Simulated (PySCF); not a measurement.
Polarisability and C₆ of Rh²⁺ (rhodium, charge +2)

[Kr] 4d7, high-spin 4F determinant. Calculation: PySCF 2.14, in x2c-TZVPPall with one added diffuse shell each of s, p, d, f type (9s7p7d3f1g, 95 functions); the spin-free X2C one-electron Hamiltonian (Gaussian nucleus). Coupled (time-dependent) response in atomic units; α is the mean over directions.

```
method  mean α (bohr³)  C₆ (like pair)  S(−4)
  BLYP           7.730           40.95  17.39
  PW91           7.587           40.12  16.38
```

S(−4) is the Cauchy moment in α(ω) = α(0) + S(−4) ω² + …

Spin-orbit coupling is absent.

α(iu) at BLYP:

| u (hartree) | α(iu) (bohr³) |
| --- | --- |
| 0 | 7.730 |
| 0.0500 | 7.687 |
| 0.100 | 7.563 |
| 0.200 | 7.130 |
| 0.300 | 6.569 |
| 0.500 | 5.449 |
| 0.750 | 4.334 |
| 1.00 | 3.514 |
| 1.50 | 2.434 |
| 2.00 | 1.772 |
| 3.00 | 1.041 |
| 5.00 | 0.4706 |

For an ion, C₆ is the dispersion term alone; charge-induced terms of lower order in 1/R come first.
